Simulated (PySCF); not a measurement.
## Continuum solvent and chemical shifts

Molfile (atoms numbered from 1):
```
C7H13F
     RDKit          3D

 21 20  0  0  0  0  0  0  0  0999 V2000
   -2.0801   -0.4204    1.1030 C   0  0  0  0  0  0  0  0  0  0  0  0
   -1.0341    0.1289    0.1671 C   0  0  0  0  0  0  0  0  0  0  0  0
   -1.4252    1.3886   -0.5475 C   0  0  0  0  0  0  0  0  0  0  0  0
    0.1554   -0.4906    0.0208 C   0  0  0  0  0  0  0  0  0  0  0  0
    0.4851   -1.7322    0.8099 C   0  0  0  0  0  0  0  0  0  0  0  0
    1.2395   -0.0027   -0.9064 C   0  0  0  0  0  0  0  0  0  0  0  0
    2.2563    0.8590   -0.1833 C   0  0  0  0  0  0  0  0  0  0  0  0
    3.2722    1.2215   -1.0340 F   0  0  0  0  0  0  0  0  0  0  0  0
   -2.2152   -1.5070    0.9850 H   0  0  0  0  0  0  0  0  0  0  0  0
   -1.8121   -0.2446    2.1598 H   0  0  0  0  0  0  0  0  0  0  0  0
   -3.0566    0.0566    0.9350 H   0  0  0  0  0  0  0  0  0  0  0  0
   -2.3156    1.2202   -1.1781 H   0  0  0  0  0  0  0  0  0  0  0  0
   -1.7074    2.1691    0.1799 H   0  0  0  0  0  0  0  0  0  0  0  0
   -0.6325    1.8006   -1.1842 H   0  0  0  0  0  0  0  0  0  0  0  0
   -0.0284   -2.6199    0.3990 H   0  0  0  0  0  0  0  0  0  0  0  0
    1.5631   -1.9499    0.7847 H   0  0  0  0  0  0  0  0  0  0  0  0
    0.1877   -1.6532    1.8667 H   0  0  0  0  0  0  0  0  0  0  0  0
    0.8339    0.5727   -1.7507 H   0  0  0  0  0  0  0  0  0  0  0  0
    1.7702   -0.8663   -1.3413 H   0  0  0  0  0  0  0  0  0  0  0  0
    2.6944    0.3167    0.6736 H   0  0  0  0  0  0  0  0  0  0  0  0
    1.7761    1.7738    0.2055 H   0  0  0  0  0  0  0  0  0  0  0  0
  1  2  1  0
  2  3  1  0
  2  4  2  3
  4  5  1  0
  4  6  1  0
  6  7  1  0
  7  8  1  0
  1  9  1  0
  1 10  1  0
  1 11  1  0
  3 12  1  0
  3 13  1  0
  3 14  1  0
  5 15  1  0
  5 16  1  0
  5 17  1  0
  6 18  1  0
  6 19  1  0
  7 20  1  0
  7 21  1  0
M  END
```

GIAO PBE0/pcSseg-1 in PySCF 2.14.0 with density-fitted response routines on one PBE0-D3(BJ)/def2-SVP conformer, non-relativistic, equivalent nuclei averaged. Solvents enter as an IEF-PCM continuum (cyclohexane with ε = 2.0, water with ε = 78.4) around the gas-phase geometry. Shifts are referred to TMS, CFCl3 computed in the same medium.

Gas phase, δ in ppm: C2 138.0, C4 129.7, C7 81.8, C6 39.1, C3 22.5, C1 21.7, C5 21.3, F8 -231.6, H20/H21 4.10, H18/H19 2.46, H12/H13/H14 1.82, H15/H16/H17 1.65, H9/H10/H11 1.61. Dipole moment 2.21 D.

**Question.** How does each δ change in the continuum?

**Answer.** 
| atoms | environment | Δδ, cyclohexane | Δδ, water |
| --- | --- | --- | --- |
| C2 | fully substituted alkene carbon | +1.0 | +2.4 |
| C4 | fully substituted alkene carbon | +0.2 | +0.6 |
| C7 | sp3 CH2 bonded to F | +0.7 | +1.8 |
| C6 | allylic sp3 CH2 | +0.1 | +0.2 |
| C3 | allylic methyl carbon | +0.2 | +0.5 |
| C1 | allylic methyl carbon | +0.2 | +0.6 |
| C5 | allylic methyl carbon | +0.2 | +0.5 |
| F8 | fluorine on an sp3 carbon | -2.2 | -4.8 |
| H20/H21 | hydrogen on an sp3 CH2 bonded to F | +0.07 | +0.18 |
| H18/H19 | hydrogen on an allylic sp3 CH2 | +0.02 | +0.03 |
| H12/H13/H14 | hydrogen on an allylic methyl carbon | +0.02 | +0.04 |
| H15/H16/H17 | hydrogen on an allylic methyl carbon | +0.02 | +0.05 |
| H9/H10/H11 | hydrogen on an allylic methyl carbon | +0.02 | +0.05 |

Changes are relative to the gas phase. The dipole moment becomes 2.37 D in cyclohexane, 2.58 D in water.

**Question.** Which nuclei move most (in ppm), and what does the model miss?

**Answer.** F8 (fluorine on an sp3 carbon, -4.8 ppm) in water. A continuum only polarises the solute; specific hydrogen bonds, the anisotropy of aromatic solvents and changes of geometry or conformer are outside it.
